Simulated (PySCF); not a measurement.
Na(OtBu) (C₄H₉NaO), SMILES CC([O][Na])(C)C.

Geometry optimised at PBE0-D3(BJ)/def2-SVP. The isomer is the one that the SMILES or the coordinates give; other isomers of the formula were not compared.

Calculation: PBE0-D3(BJ)/def2-SVP (PySCF).

Frequencies are harmonic and unscaled.

Modes within 1.5 cm⁻¹ of each other (mostly degenerate sets) share a row, with their intensities summed.

Computed harmonic wavenumbers and intensities:
```csv
mode,ν (cm⁻¹),IR (km/mol),moving atoms (share of kinetic energy)
1–2,65,54.6,"O 34 %, Na 26 %, C 26 %, H 14 %"
3,235,0.0,H 100 %
4–5,290,0.0,H 96 %
6,330,9.9,"Na 48 %, C 28 %, H 22 %"
7–8,341,6.2,"C 45 %, H 38 %, O 16 %"
9–10,481,16.1,"C 41 %, H 30 %, O 29 %"
11,511,23.7,"C 35 %, H 27 %, Na 25 %, O 13 %"
12,776,0.5,"C 64 %, H 27 %, O 8 %"
13–14,885,1.6,"H 58 %, C 42 %"
15,923,0.0,"H 83 %, C 17 %"
16–17,1021,0.0,"H 69 %, C 30 %"
18,1065,37.9,"H 42 %, O 38 %, C 19 %"
19–20,1235,20.6,"C 64 %, H 35 %"
21,1293,285.3,"C 64 %, O 22 %, H 13 %"
22–23,1353,35.5,"H 69 %, C 31 %"
24,1373,5.5,"H 77 %, C 23 %"
25,1435,0.0,H 96 %
26–27,1446,0.1,H 96 %
28–29,1460,5.5,H 94 %
30,1479,0.4,H 94 %
31–32,3028,89.8,H 97 %
33,3037,21.6,H 97 %
34–35,3124,5.3,"H 91 %, C 9 %"
36,3131,0.0,"H 90 %, C 10 %"
37,3133,112.9,"H 91 %, C 9 %"
38–39,3136,116.4,"H 91 %, C 9 %"
```
